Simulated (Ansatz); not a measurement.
System: CHCl (charge 0, singlet). SMILES: [CH]Cl
Geometry: optimised at B3LYP-D3(BJ)/def2-TZVP (Ansatz, an electronic-structure program).

Computed values are from Ansatz. Cores are frozen in the correlated levels unless marked. Open shells are spin-unrestricted. No spin-orbit coupling. Non-relativistic. CBS marks a two-point X^-3 extrapolation of the correlation energy; Hartree-Fock from the larger set (for Q and 5 zeta extrapolated as (X+1)exp(-9√X)).

The atomisation energy De is 758.4 kJ/mol at CCSD(T)/CBS(cc-pV(Q+d)Z,cc-pV(5+d)Z). The vertical ionisation energy (to the doublet) comes out as 9.94 eV at CCSD(T)/CBS(aug-cc-pV(T+d)Z,aug-cc-pV(Q+d)Z) and the vertical electron affinity (to the doublet; negative means unbound) is 0.97 eV at CCSD(T)/CBS(aug-cc-pV(T+d)Z,aug-cc-pV(Q+d)Z). The vertical triplet-singlet gap is 0.62 eV at CCSD(T)/CBS(aug-cc-pV(T+d)Z,aug-cc-pV(Q+d)Z). The total energy comes out as -498.2851 Eh at CCSD(T)/CBS(cc-pV(Q+d)Z,cc-pV(5+d)Z) and the dipole moment is 1.49 D at CCSD(T)/aug-cc-pV(D+d)Z. The T1 diagnostic comes out as 0.021 at CCSD/cc-pV(5+d)Z.

The Hartree-Fock reference is unstable (checked in the largest basis), which strains HF and MP2.
